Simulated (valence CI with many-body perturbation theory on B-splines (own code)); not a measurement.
# Valence orbitals of Pb¹⁰⁺

Computed by relativistic CI+MBPT: four valence electrons over a frozen Dirac-Fock core [Xe] 4f14, radial functions for each j: 7 s, 7 p, 8 d, 6 f, 4 g, 1 h, with the one-electron correlation potential Σ1, the two-electron term Σ2, the three-electron term Σ3, Breit, model QED; selected CI, second order for the rest, scaled by the run's own slope (own B-spline code, finite nucleus).

No measured spectrum was set against this ion. As an estimate, terms of the open shell hold to 2 to 4 % of their energy, and close levels can change places. Excitations out of the core, of the other parity, are not computed and may begin above about 49.7 eV (a cautious bound); beyond it only levels of the ground parity were kept, without lifetimes.

These are the spectroscopic orbitals of the CI (the correlating ones are not listed), shaped by the core and the other valence electrons. h is the expectation value of the core's Dirac-Fock operator, without the valence repulsion; Σ1 is computed up to l = 3 at one energy for each symmetry, that of its lowest orbital but kept below the first core excitation, so for empty shells it is not the orbital's own correlation shift; Breit and QED include the response of the core.

```tsv
Orbital	h (hartree)	Σ1 (cm⁻¹)	Breit (cm⁻¹)	QED (cm⁻¹)	⟨r⟩ (bohr)
6s1/2	-6.9543	-11906	680	686	1.662
7s1/2	-4.2301	-3746	295	290	2.788
8s1/2	-2.8676	-1829	162	160	4.149
6p1/2	-6.2841	-9410	970	14.5	1.804
7p1/2	-3.9113	-3475	473	7.4	2.961
8p1/2	-2.6836	-1752	263	4.3	4.389
6p3/2	-5.965	-7438	463	58.7	1.912
7p3/2	-3.7561	-2917	234	29.8	3.090
8p3/2	-2.5953	-1507	151	17.1	4.544
5d3/2	-8.9754	-15711	777	-227	1.087
6d3/2	-4.9385	-4602	280	-50.3	2.196
7d3/2	-3.2283	-2134	146	-24.6	3.503
5d5/2	-8.8246	-14707	261	-146	1.110
6d5/2	-4.8795	-4506	131	-27.9	2.226
7d5/2	-3.1977	-2112	72.9	-13.3	3.539
5f5/2	-5.909	-16512	-130	-88.3	1.530
6f5/2	-3.7066	-5215	-40.2	-37.7	2.809
5f7/2	-5.8879	-15182	-247	-74.3	1.539
6f7/2	-3.6944	-4865	-96.0	-31.0	2.821
5g7/2	-3.8782		-34.9	-8.0	2.340
5g9/2	-3.8799		-38.4	-7.5	2.338
```

Among the shells of the start configuration 5d4, Σ1 is largest in size for 5d3/2, where it is 0.80 % of h.

Lowest root of each symmetry, sizes in configuration state functions:

| J | Parity | Roots | Reference | Variational | Second order | Change by selected CI (cm⁻¹) | Change by second order (cm⁻¹) |
| --- | --- | --- | --- | --- | --- | --- | --- |
| 0 | even | 8 | 38 | 13886 | 142388 | -7867 | -4 |
| 1 | even | 12 | 80 | 28188 | 361377 | -6674 | -8 |
| 2 | even | 19 | 122 | 31986 | 533217 | -6604 | -14 |
| 3 | even | 15 | 116 | 31984 | 648611 | -7035 | -19 |
| 4 | even | 14 | 107 | 31104 | 626175 | -7734 | -21 |
| 5 | even | 7 | 73 | 31997 | 522840 | -7534 | -20 |
| 6 | even | 4 | 48 | 25728 | 417821 | -7560 | -18 |
| 0 | odd | 10 | 44 | 19381 | 141649 | -6972 | -9 |
| 1 | odd | 25 | 124 | 32000 | 421036 | -6798 | -23 |
| 2 | odd | 37 | 171 | 31996 | 624639 | -6245 | -72 |
| 3 | odd | 36 | 176 | 31996 | 739276 | -5589 | -95 |
| 4 | odd | 31 | 151 | 32000 | 755807 | -6070 | -132 |
| 5 | odd | 23 | 109 | 31982 | 671252 | -6426 | -128 |
| 6 | odd | 14 | 64 | 31998 | 537928 | -7052 | -93 |
| 7 | odd | 8 | 31 | 31999 | 360277 | -7185 | -35 |
| 8 | odd | 4 | 12 | 18631 | 225489 | -5926 | -12 |
| 9 | odd | 1 | 2 | 7800 | 118061 | -7390 | -16 |
